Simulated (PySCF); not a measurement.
A series of related molecules

Computed, not measured: TDDFT CAM-B3LYP/aug-cc-pVDZ excited states, vertical, gas phase in PySCF. Geometry: PBE0-D3(BJ)/def2-SVP.

Each molecule in one low-energy conformer.

Q: How does the largest two-photon cross section among the few lowest singlets (linear parallel light, single beam, Lorentzian half width 0.1 eV, states within 0.08 eV summed) change along this series?
- COC(=O)c1occc1C (O inserted into a C-C bond)
- CC(=O)c1sccc1C (O replaced by S)
- CC(=O)c1ccco1 (terminal C group replaced by H)

A: 
| molecule | S1 (eV) | f(S1) | largest σ (GM) | at photon λ (nm) |
| --- | --- | --- | --- | --- |
| COC(=O)c1occc1C | 5.25 | 0.364 | 3.4 | 399 |
| CC(=O)c1sccc1C | 4.01 | 0.000 | 0.9 | 490 |
| CC(=O)c1ccco1 | 4.08 | 0.000 | 3.4 | 396 |

The largest two-photon cross section among the few lowest singlets (linear parallel light, single beam, Lorentzian half width 0.1 eV, states within 0.08 eV summed) is lowest for CC(=O)c1sccc1C and highest for CC(=O)c1ccco1.
